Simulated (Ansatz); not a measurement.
Relaxation of CH₆OSSi₂ (11 atoms, charge 0, multiplicity 1), to a largest force component of 0.02 eV/Å in at most 50 steps.

Method: Ansatz 0.2.0, RKS BLYP/def2-SVP.

```xyz
11
Properties=species:S:1:pos:R:3
C -1.681 -0.013 0.617
Si -0.102 -0.567 1.288
O 1.060 -0.529 0.264
Si 1.669 0.689 -0.598
S 0.857 0.208 -2.577
H -1.972 -0.465 -0.332
H -2.511 -0.163 1.320
H -1.671 1.125 0.404
H 0.253 0.252 2.537
H 3.066 0.505 -0.441
H 1.097 -1.098 -2.460
```

Question: Where does it end, and by what steps?

Answer: It converged. The force dipped under the threshold on the way, but the program's further checks kept it going. After 11 steps the energy has fallen by 1.554 eV; H10 moved furthest, 0.74 Å.

```json
{"step": "0", "energy less start (eV)": "0.0000", "largest force component (eV/Å)": "3.996", "accepted": "yes"}
{"step": "1", "energy less start (eV)": "-0.8903", "largest force component (eV/Å)": "1.890", "accepted": "yes"}
{"step": "2", "energy less start (eV)": "-1.2609", "largest force component (eV/Å)": "0.837", "accepted": "yes"}
{"step": "3", "energy less start (eV)": "-1.4055", "largest force component (eV/Å)": "0.548", "accepted": "yes"}
{"step": "4", "energy less start (eV)": "-1.4920", "largest force component (eV/Å)": "0.484", "accepted": "yes"}
{"step": "5", "energy less start (eV)": "-1.5240", "largest force component (eV/Å)": "0.543", "accepted": "yes"}
{"step": "6", "energy less start (eV)": "-1.5483", "largest force component (eV/Å)": "0.198", "accepted": "yes"}
{"step": "7", "energy less start (eV)": "-1.5529", "largest force component (eV/Å)": "0.070", "accepted": "yes"}
{"step": "8", "energy less start (eV)": "-1.5537", "largest force component (eV/Å)": "0.038", "accepted": "yes"}
{"step": "9", "energy less start (eV)": "-1.5542", "largest force component (eV/Å)": "0.017", "accepted": "yes"}
{"step": "10", "energy less start (eV)": "-1.5544", "largest force component (eV/Å)": "0.015", "accepted": "yes"}
{"step": "11", "energy less start (eV)": "-1.5545", "largest force component (eV/Å)": "0.009", "accepted": "yes"}
```

```xyz
11
Properties=species:S:1:pos:R:3
C -1.833 0.008 0.684
Si -0.143 -0.355 1.451
O 1.158 0.137 0.572
Si 1.951 0.764 -0.832
S 0.807 0.140 -2.630
H -1.873 -0.360 -0.359
H -2.649 -0.458 1.273
H -1.993 1.110 0.673
H -0.023 0.088 2.885
H 3.211 -0.084 -0.869
H 1.454 -1.048 -2.827
```

Whether the end is a true minimum wasn't checked by a vibrational analysis.

The run took 17 s on 2 threads of AMD EPYC 9R45 96-Core Processor (Zen 5), with other jobs on the host, peak memory 0.24 GiB.
